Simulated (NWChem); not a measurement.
TiH₃O₂F₃; SMILES [OH][Ti](<-[OH2])([F])([F])[F]

```xyz
9

Ti    -0.0233    -0.2405     0.0108
F      0.4586    -0.1394     1.6826
F     -1.6695     0.2478    -0.3845
F      1.2704     0.1611    -1.1236
O     -0.1248    -1.9766    -0.2277
H      0.4572    -2.7399    -0.1725
O      0.0736     2.0852     0.1178
H     -0.7852     2.3918    -0.2010
H      0.7152     2.3455    -0.5558
```
Atoms are numbered in this order, from 1.

Results from NWChem. The geometry was optimised at PBE0/def2-SVP. No frequency run checked for a minimum. B3LYP is NWChem's, with the RPA form of VWN correlation.

**Question.** What does the run give for B3LYP/aug-pcseg-1? Quantities: highest occupied level (eV); orbital gap (eV); dipole (D).

**Answer.** The highest occupied level (eV) comes out as -9.61. The orbital gap (eV) comes out as 7.04 and the dipole (D) is 1.75.
